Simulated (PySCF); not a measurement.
Two-component Hartree-Fock for Re⁶¹⁺ (rhenium, charge +61)

Start: [Ne] 3s2 3p2; 3p1/2 filled at m_j = -1/2, +1/2. Calculated with PySCF 2.14 in an even-tempered Gaussian basis (18 s from 19 bohr⁻², ratio 2.4; 14 p from 25 bohr⁻², ratio 2.4; 4 d from 85 bohr⁻², ratio 2.6; 4 f from 130 bohr⁻², ratio 2.6): generalised Hartree-Fock with the X2C-1e Hamiltonian and a Gaussian nucleus; one run each with spin-orbit coupling (SO) switched off, then screened by Boettger's factors.

```
spinor shell  electrons  ε, spin-free (eV)  ε, screened SO (eV)  weight of nominal j (screened SO)  rms radius, screened SO (bohr)
       1s1/2          2           -77082.2             -77044.0                              1.000                          0.0204
       2s1/2          2           -17404.5             -17388.0                              1.000                          0.0812
       2p1/2          2           -15825.4             -16882.7                              1.000                          0.0688
       2p3/2          4           -15825.4             -15384.7                              1.000                          0.0760
       3s1/2          2            -6995.3              -6988.7                              1.000                           0.195
       3p1/2          2            -6557.6              -6817.6                              1.000                           0.184
```

```json
{"quantity": "E (hartree)", "spin-free": "-12410.25310", "screened SO": "-12446.54030"}
{"quantity": "M_J", "spin-free": "0", "screened SO": "0"}
{"quantity": "⟨J²⟩", "spin-free": "2.000", "screened SO": "0.000"}
{"quantity": "⟨L²⟩", "spin-free": "2.000", "screened SO": "1.353"}
{"quantity": "⟨S²⟩", "spin-free": "2.000", "screened SO": "1.353"}
```

Breit and QED terms are absent; they matter most for the inner s and p1/2 levels.

Densities and radii are taken from the X2C orbitals without a picture-change correction, which distorts them close to the nucleus.

Without spin-orbit coupling the j labels of p, d and f shells carry no meaning; the spin-free column gives the mean over the occupied spinors of each nl shell.
